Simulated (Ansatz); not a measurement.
A single point on CH₃AuO (`C[O][Au]`).

```yaml
crystal:
  periodic: [false, false, false]
  atoms:
    - {symbol: C, position_ang: [0.454982, -0.206878, 0.071749]}
    - {symbol: O, position_ang: [-0.288075, 0.773735, -0.594419]}
    - {symbol: Au, position_ang: [-2.214337, 0.766077, -0.241581]}
    - {symbol: H, position_ang: [0.173281, -1.230582, -0.204439]}
    - {symbol: H, position_ang: [1.496779, -0.052357, -0.241743]}
    - {symbol: H, position_ang: [0.419569, -0.114095, 1.164334]}
basis:
  gaussian: {orbitals: def2-QZVPP}
correlation: {method: mp2}
```

```sh
$ ansatz run in.yaml --threads 2 --pin off --events-out ev --progress --plain
```

Shortened log:

```
Functional definition: HF
1817 factors; integrals over basis functions are off by at most 9.5e-4 eV
mean field evaluation 1: about -6780.2680 eV, gradient 3.4e1 eV
mean field evaluation 2: about -6780.4482 eV, gradient 3.4e1 eV
mean field evaluation 4: about -6782.6781 eV, gradient 5.4e0 eV
mean field evaluation 8: about -6782.7535 eV, gradient 6.4e-1 eV
mean field evaluation 16: about -6782.7564 eV, gradient 2.3e-6 eV
mean field -6782.75637081 eV, -249.2616991098 hartree, gradient 3.4e-6 eV, S^2 0.000000; 1 other end points of the search recorded, 0 dependent functions left out
2 core orbitals not correlated: weight in the atoms' cores, before any rotation towards them, 1.000 or more for the frozen orbitals, at most 0.000 for the correlated occupied ones
reference -6782.75637081 eV, -249.2616991098 hartree; 16, 16 occupied and 274, 274 virtual orbitals, 1817 factors
second order -31.01857471 eV of doubles, -0.00000000 eV of singles
Total energy: -6813.77494552 eV, -250.4016107054 hartree
```

It took 9 s on 2 threads of a server CPU on a shared host, with 0.98 GiB of host memory at the peak.
